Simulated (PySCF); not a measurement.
Vertical excitations of a molecule CH6FNOSi from TDDFT-B3LYP/def2-SVPD in PySCF, as energy in eV (oscillator strength): 6.90 (0.045), 7.51 (0.002), 7.69 (0.006), 7.81 (0.030), 8.04 (0.055), 8.18 (0.004), 8.24 (0.008), 8.32 (0.032), 8.38 (0.003), 8.50 (0.045). Lowest triplet (TDA): 6.50 eV. The structure is a stationary point at B3LYP-D3(BJ)/def2-SVP. The values are those of a single conformer.

Question: Pick the molecule that these values belong to.
A) CO[SiH](N)F
B) CN[Si@H](O)F
C) NC[Si@@H](O)F
D) C[Si@@](N)(O)F

Answer: A, CO[SiH](N)F
